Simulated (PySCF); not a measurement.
disiloxane cation (H₆OSi₂), SMILES [SiH3]O[SiH3] (connectivity only; charge and spin as stated), charge +1, multiplicity 2.

Geometry optimised at PBE0-D3(BJ)/def2-SVP. The geometry has at least one imaginary mode, so it is a saddle point at that level. The spin state was assumed, not searched.

Method: CAM-B3LYP/def2-TZVPD (PySCF).

| Quantity | Result |
|---|---|
| total energy | -657.53515 hartree |
| point group | C2v |
| α spin, highest occupied and lowest empty level | -16.37 and -4.73 eV |
| β spin, highest occupied and lowest empty level | -15.99 and -11.23 eV |
| dipole moment about the centre of nuclear charge | 0.043 e·Å |
| mean static polarisability | 89.8 bohr³ (13.31 Å³) |
| polarisability, principal values | 48.7, 58.0, 162.7 bohr³ |
| ⟨S²⟩ | 0.762 (pure state 0.75) |
